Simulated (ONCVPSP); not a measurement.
## Ranking ONCV potentials for carbon (C)

All share these settings but for the change named:

- Element: C (Z = 6)
- Generator: ONCVPSP 4.0.1
- Type: optimised norm-conserving Vanderbilt (ONCV)
- Functional: LDA (Perdew-Wang 92)
- Relativity: scalar-relativistic
- Frozen core: [He]
- Valence charge: 4
- Reference configuration: 2s1 2p3
- Partial waves: 2s: rc 0.85 bohr, ncon 4, nbas 8, qcut 8 1/bohr, 2 projectors, debl 0.7 Ha; 2p: rc 2.15 bohr, ncon 4, nbas 8, qcut 6.9 1/bohr, 3 projectors, debl 2.5 Ha; d scattering state at 0.18 Ha: rc 1.70 bohr, ncon 5, nbas 9, qcut 5.4 1/bohr, 1 projector
- Local potential: polynomial inside 0.70 bohr (lpopt 5, dvloc0 0 Ha)
- Core correction: Teter function, fcfact 4.75, rcfact 1.4

Test errors are all-electron minus pseudo excitation energies from the reference, over 2s2 2p2; 2s2 2p1; 2s2 2p0; 2s0 2p4. None of these files shows a bound ghost.

The base gives 443.5 meV.

Of 9 variants that were run, those that failed, showed a ghost or another fault, or gave nearly equal values are left out.

(1) Rank these variants by their largest absolute test error, smallest first.
A. all radii but the core radius scaled by about 1.33 (s 1.14, p 2.86, d 2.26 bohr); local potential polynomial inside 0.94 bohr (lpopt 5, dvloc0 0 Ha)
B. all radii but the core radius scaled by about 1.27 (s 1.08, p 2.74, d 2.16 bohr); local potential polynomial inside 0.90 bohr (lpopt 5, dvloc0 0 Ha)
C. all radii but the core radius scaled by about 1.21 (s 1.02, p 2.60, d 2.06 bohr); local potential polynomial inside 0.84 bohr (lpopt 5, dvloc0 0 Ha)

Results:

(1) C (729.3 meV), B (859.9 meV), A (995.9 meV).
